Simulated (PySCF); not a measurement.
Dipole response of Sc²⁺ (scandium, charge +2)

[Ar] 3d1, 2D determinant. Calculation: PySCF 2.14, in dyall-av2z; the non-relativistic Hamiltonian (point nucleus). Coupled (time-dependent) response in atomic units; α is the mean over directions. A double-zeta set is small for polarisabilities.

```json
{"method": "UHF", "mean α (bohr³)": "4.321", "α xx, yy, zz": "4.978, 4.978, 3.006", "C₆ (like pair)": "12.83", "S(−4)": "15.97"}
{"method": "PBE", "mean α (bohr³)": "5.007", "α xx, yy, zz": "5.916, 5.916, 3.188", "C₆ (like pair)": "14.40", "S(−4)": "31.21"}
{"method": "PBE0", "mean α (bohr³)": "4.697", "α xx, yy, zz": "5.491, 5.491, 3.110", "C₆ (like pair)": "13.69", "S(−4)": "23.61"}
```

S(−4) is the Cauchy moment in α(ω) = α(0) + S(−4) ω² + …

α(iu) at UHF:

| u (hartree) | α(iu) (bohr³) |
| --- | --- |
| 0 | 4.321 |
| 0.0500 | 4.282 |
| 0.100 | 4.176 |
| 0.200 | 3.859 |
| 0.300 | 3.530 |
| 0.500 | 2.988 |
| 0.750 | 2.469 |
| 1.00 | 2.052 |
| 1.50 | 1.437 |
| 2.00 | 1.035 |
| 3.00 | 0.5958 |
| 5.00 | 0.2704 |

A single London oscillator, α(iu) = α/(1 + u²/ω²), gives C₆ = (3/4) ω α². Matching the computed C₆ needs ω = 4 × 12.83 / (3 × 4.321²) = 0.916 hartree.

For an ion, C₆ is the dispersion term alone; charge-induced terms of lower order in 1/R come first.

The components differ because the open shell of this determinant is not spherical; for a pure term their mean is the scalar polarisability.
